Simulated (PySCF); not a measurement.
F₆S. Atoms are numbered in the order given.

```xyz
7

F      0.0000    -1.6090     0.0000
S      0.0000     0.0000     0.0000
F      1.6090     0.0000     0.0000
F      0.0000     0.0000     1.6090
F     -1.6090     0.0000     0.0000
F      0.0000     0.0000    -1.6090
F      0.0000     1.6090     0.0000
```

The structure is a stationary point at PBE-D3(BJ)/def2-SVP.

All values below come from PySCF with SMD-ωB97X/def2-SVP.

Solvation free energies are E(SMD) − E(gas) at the gas-phase geometry, for 1 M in both phases. In vacuum the dipole moment is 0.00 D.

```
solvent          ΔG(solv) (kcal/mol)  its non-electrostatic (CDS) part  dipole (D)
---------------  -------------------  --------------------------------  ----------
water                            4.5                               4.9        0.00
chloroform                       1.0                               1.2        0.00
dichloromethane                  1.1                               1.4        0.00
```
